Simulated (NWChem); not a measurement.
Molecule: CH$_{5}$BBrN; SMILES CB(N)Br

```xyz
9

B      0.0613    -0.9328    -0.0008
Br    -0.0407     1.0176     0.0006
C     -1.2699    -1.7620    -0.0027
H     -1.8786    -1.5105     0.8808
H     -1.1019    -2.8502    -0.0085
H     -1.8823    -1.5016    -0.8810
N      1.3337    -1.4925     0.0002
H      1.4819    -2.4936    -0.0003
H      2.1818    -0.9413     0.0015
```
Atoms are numbered in this order, from 1.

Computed with NWChem. Pople sets run with spherical d functions. STO-3G and 3-21G are far too small for this property and stand as cheap habits. The geometry was optimised at PBE0/def2-SVP. Field at 589 nm.

| level | isotropic polarisability (bohr³) | anisotropy (bohr³) |
|---|---|---|
| B3LYP/STO-3G | 21.9 | 21.9 |
| B3LYP/6-31G* | 45.4 | 26.2 |
| B3LYP/def2-SVP | 45.8 | 22.3 |
| B3LYP/def2-SVPD | 60.5 | (withheld) |
| B3LYP/aug-cc-pVDZ | 60.6 | 21.3 |

**Question.** Some entries are withheld; supply them.

**Answer.** 
- B3LYP/def2-SVPD, anisotropy (bohr³): 20.8
